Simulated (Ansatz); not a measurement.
Calculated with Ansatz (gas phase, PBE0-D4/def2-TZVP geometries, no zero-point term in ΔE). CBS: MP2 limit from def2 TZ/QZ plus the TZ coupled-cluster correction, frozen cores. This one scheme is used for every species. Functionals use def2-TZVPP. B3LYP here is the variant with VWN-RPA as its local correlation; programs differ in this. HSE06 is defined as in plane-wave codes. For Zn outer-core shells are correlated without core-valence functions, which leaves a few kJ/mol of doubt a bond. Scalar relativity is left out up to krypton. One conformer a species, not always the lowest.

`C[CH](C)[Zn][OH]` + H–F → `C[CH](C)[Zn][F]` + H₂O  (ligand exchange at a Zn–O bond)

```json
{"level": "LDA (SPW92)", "ΔE (kJ/mol)": "-36.0", "difference from CCSD(T)/CBS": "4.7"}
{"level": "PBE-D4", "ΔE (kJ/mol)": "-41.8", "difference from CCSD(T)/CBS": "-1.1"}
{"level": "revPBE-D4", "ΔE (kJ/mol)": "-41.9", "difference from CCSD(T)/CBS": "-1.2"}
{"level": "BLYP-D4", "ΔE (kJ/mol)": "-44.8", "difference from CCSD(T)/CBS": "-4.1"}
{"level": "r2SCAN-D4", "ΔE (kJ/mol)": "-44.0", "difference from CCSD(T)/CBS": "-3.3"}
{"level": "B97M-V", "ΔE (kJ/mol)": "-48.0", "difference from CCSD(T)/CBS": "-7.3"}
{"level": "PBE0-D4", "ΔE (kJ/mol)": "-42.2", "difference from CCSD(T)/CBS": "-1.5"}
{"level": "B3LYP-D4", "ΔE (kJ/mol)": "-44.9", "difference from CCSD(T)/CBS": "-4.2"}
{"level": "r2SCANh-D4", "ΔE (kJ/mol)": "-43.7", "difference from CCSD(T)/CBS": "-3.0"}
{"level": "r2SCAN0-D4", "ΔE (kJ/mol)": "-43.6", "difference from CCSD(T)/CBS": "-2.9"}
{"level": "BHLYP-D4", "ΔE (kJ/mol)": "-46.9", "difference from CCSD(T)/CBS": "-6.2"}
{"level": "CAM-B3LYP-D4", "ΔE (kJ/mol)": "-45.3", "difference from CCSD(T)/CBS": "-4.6"}
{"level": "ωB97X-V", "ΔE (kJ/mol)": "-45.1", "difference from CCSD(T)/CBS": "-4.4"}
{"level": "B2PLYP", "ΔE (kJ/mol)": "-42.4", "difference from CCSD(T)/CBS": "-1.7"}
{"level": "PBE-QIDH", "ΔE (kJ/mol)": "-39.9", "difference from CCSD(T)/CBS": "0.8"}
{"level": "revPBE", "ΔE (kJ/mol)": "-44.9", "difference from CCSD(T)/CBS": "-4.2"}
{"level": "BLYP", "ΔE (kJ/mol)": "-47.3", "difference from CCSD(T)/CBS": "-6.6"}
{"level": "r2SCAN", "ΔE (kJ/mol)": "-44.4", "difference from CCSD(T)/CBS": "-3.7"}
{"level": "PBE0", "ΔE (kJ/mol)": "-43.3", "difference from CCSD(T)/CBS": "-2.6"}
{"level": "B3LYP", "ΔE (kJ/mol)": "-46.8", "difference from CCSD(T)/CBS": "-6.1"}
{"level": "r2SCANh", "ΔE (kJ/mol)": "-44.2", "difference from CCSD(T)/CBS": "-3.5"}
{"level": "r2SCAN0", "ΔE (kJ/mol)": "-44.1", "difference from CCSD(T)/CBS": "-3.4"}
{"level": "HSE06", "ΔE (kJ/mol)": "-43.1", "difference from CCSD(T)/CBS": "-2.4"}
{"level": "BHLYP", "ΔE (kJ/mol)": "-48.5", "difference from CCSD(T)/CBS": "-7.8"}
{"level": "CAM-B3LYP", "ΔE (kJ/mol)": "-46.5", "difference from CCSD(T)/CBS": "-5.8"}
{"level": "LC-ωPBE", "ΔE (kJ/mol)": "-45.4", "difference from CCSD(T)/CBS": "-4.7"}
{"level": "RPA@PBE/def2-TZVPP", "ΔE (kJ/mol)": "-37.1", "difference from CCSD(T)/CBS": "3.6"}
{"level": "HF/def2-SVP", "ΔE (kJ/mol)": "-59.9", "difference from CCSD(T)/CBS": "-19.2"}
{"level": "MP2/def2-SVP", "ΔE (kJ/mol)": "-47.1", "difference from CCSD(T)/CBS": "-6.4"}
{"level": "CCSD(T)/def2-SVP", "ΔE (kJ/mol)": "-49.7", "difference from CCSD(T)/CBS": "-9.0"}
{"level": "HF/def2-TZVPP", "ΔE (kJ/mol)": "-53.9", "difference from CCSD(T)/CBS": "-13.2"}
{"level": "MP2/def2-TZVPP", "ΔE (kJ/mol)": "-33.5", "difference from CCSD(T)/CBS": "7.2"}
{"level": "SCS-MP2/def2-TZVPP", "ΔE (kJ/mol)": "-37.6", "difference from CCSD(T)/CBS": "3.1"}
{"level": "CCSD/def2-TZVPP", "ΔE (kJ/mol)": "-40.0", "difference from CCSD(T)/CBS": "0.7"}
{"level": "CCSD(T)/def2-TZVPP", "ΔE (kJ/mol)": "-37.6", "difference from CCSD(T)/CBS": "3.1"}
{"level": "HF/def2-QZVPP", "ΔE (kJ/mol)": "-56.0", "difference from CCSD(T)/CBS": "-15.3"}
{"level": "MP2/def2-QZVPP", "ΔE (kJ/mol)": "-36.1", "difference from CCSD(T)/CBS": "4.6"}
{"level": "SCS-MP2/def2-QZVPP", "ΔE (kJ/mol)": "-40.1", "difference from CCSD(T)/CBS": "0.6"}
{"level": "HF/CBS(def2)", "ΔE (kJ/mol)": "-56.3", "difference from CCSD(T)/CBS": "-15.6"}
{"level": "CCSD/CBS(def2)", "ΔE (kJ/mol)": "-43.1", "difference from CCSD(T)/CBS": "-2.4"}
{"level": "CCSD(T)/CBS", "ΔE (kJ/mol)": "-40.7", "difference from CCSD(T)/CBS": "0"}
```

Largest T1 diagnostic among the species: 0.014.

Leaving LDA and LC-ωPBE aside and taking each functional with its dispersion term where it has one, the values spread over 8.0 kJ/mol, from B97M-V to PBE-QIDH. LDA lies +7.1 kJ/mol from PBE without D4. In def2-TZVPP, CCSD(T) changes the Hartree–Fock value by +16.3 kJ/mol (the triples alone add +2.4 kJ/mol) and MP2 by +20.3 kJ/mol. At CCSD(T), def2-SVP lies −9.0 kJ/mol from the extrapolated value and def2-TZVPP +3.1 kJ/mol.

CCSD(T)/CBS has its own doubt, a few kJ/mol and more with outer-core shells, so smaller differences from it don't rank the levels.
